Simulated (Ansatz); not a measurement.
The cluster Zn₂O⁻. The state is a doublet with charge -1. Geometry PBE-D4/def2-TZVP, that of the neutral singlet; atoms count from 1.

```xyz
3

Zn   -0.6529    1.3817   -0.9689
Zn    0.6531   -1.3816    0.9688
O    -0.0002    0.0000    0.0001
```

The structure comes from a short search, and lower isomers may exist.

Estimate the Mulliken populations from the PBE0/def2-TZVPD orbitals of Ansatz.


```
atom  charge (e)  spin (α − β)  d electrons
 Zn1       -1.14          0.31        10.00
 Zn2       -1.14          0.31        10.00
  O3        1.28          0.39            –
```
Mulliken values and Mayer orders depend strongly on the basis. With diffuse functions, as here, like atoms can get unlike values, and bond orders can come out too low or too high.

Where does the spin sit?

Summed by element: Zn 0.61, O 0.39, of 1 unpaired in all. Largest on single atoms: O3 0.39, Zn1 0.31, Zn2 0.31.
